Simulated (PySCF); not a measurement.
Isomers of CH4OSi. All species are isolated molecules in the gas phase. One relaxed conformer stands for each flexible species; it need not be the lowest. Strings in code marks are SMILES.

The S1 excitation (TDA) from two functionals at the same geometries (B3LYP-D3(BJ)/def2-TZVP), both in PySCF: PBE-D3(BJ)/def2-TZVP and B3LYP-D3(BJ)/def2-TZVP. B3LYP has the VWN-RPA correlation part, as in Gaussian. Excitations are Tamm–Dancoff values on a coarser integration grid. The basis has no diffuse functions, so Rydberg states are missing or too high.

```json
[
 {"species": "`C(=O)[SiH3]`", "PBE-D3(BJ)/def2-TZVP (eV)": "3.18", "B3LYP-D3(BJ)/def2-TZVP (eV)": "3.28"},
 {"species": "`C1O[SiH2]1`", "PBE-D3(BJ)/def2-TZVP (eV)": "5.37", "B3LYP-D3(BJ)/def2-TZVP (eV)": "5.93"},
 {"species": "`C[SiH]=O`", "PBE-D3(BJ)/def2-TZVP (eV)": "4.12", "B3LYP-D3(BJ)/def2-TZVP (eV)": "4.38"},
 {"species": "`C=[SiH]O` (C–Si–O–H torsion 0°)", "PBE-D3(BJ)/def2-TZVP (eV)": "4.52", "B3LYP-D3(BJ)/def2-TZVP (eV)": "4.77"}
]
```

Over these rows, drawn at random from the members with no instability flagged (it was tested for open shells, ions and some series alone), PBE minus B3LYP-D3(BJ): mean -0.29 eV, from -0.56 eV to -0.11 eV.
